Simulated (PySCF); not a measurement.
# Distorted geometries of Yb(OH)3

Yb(OH)3 (singlet in the valence; each metal's 4f electrons, 13 of them, lie in its core potential, out of spins and levels). PySCF 2.14.0, RKS PBE, Yb lcecp-1-SVP with ECP59, O def2-SVP, H def2-SVP; non-relativistic Hamiltonian with scalar-relativistic core potentials where named; density fitting; no spin-orbit coupling. Relaxed geometry:

```xyz
7

Yb    0.0000    0.0000    0.1380
O     2.0096    0.0000    0.1437
H     2.9745    0.0000    0.1493
O    -1.0048    1.7404    0.1437
H    -1.4873    2.5760    0.1493
O    -1.0048   -1.7404    0.1437
H    -1.4872   -2.5760    0.1493
```

Problem. Order these distorted geometries by energy above the relaxed one, lowest first.
A.
```xyz
7

Yb    0.1816   -0.0124    0.2601
O     1.9271   -0.1518    0.3687
H     2.9161   -0.0391    0.1539
O    -0.9941    1.8103   -0.0467
H    -1.4531    2.8015    0.0849
O    -1.0787   -1.9441    0.1277
H    -1.4989   -2.4643    0.0685
```
B.
```xyz
7

Yb   -0.0210    0.0660    0.0788
O     2.0166    0.0236    0.1251
H     2.9226    0.0589    0.2102
O    -0.9630    1.7722    0.0692
H    -1.4543    2.5411    0.1113
O    -1.0184   -1.7910    0.2126
H    -1.4825   -2.6708    0.2097
```
C.
```xyz
7

Yb    0.0643    0.0276    0.0838
O     2.0749   -0.0156    0.1403
H     2.9361   -0.0084    0.2223
O    -1.0040    1.7389    0.1660
H    -1.5000    2.5051    0.1224
O    -0.9756   -1.7434    0.1222
H    -1.5958   -2.5042    0.1601
```

Solution. B (0.34 eV), C (0.45 eV), A (7.23 eV).

Problem. Which forces (eV/Å) act in the one that lies 7.23 eV up?

Solution. 
```
Yb  -12.31  -0.41  -0.95
O    10.68  -0.02  -0.39
H    -1.82  -0.41   0.74
O    -0.45   2.18   0.96
H     1.96  -3.98  -0.58
O    32.22  40.23   4.50
H   -30.28 -37.60  -4.28
```
Forces carry noise of the integration grid, about 0.01 to 0.03 eV/Å.

An lcecp potential fixes the number of 4f electrons, so in runs with it no electron can move into or out of that shell.
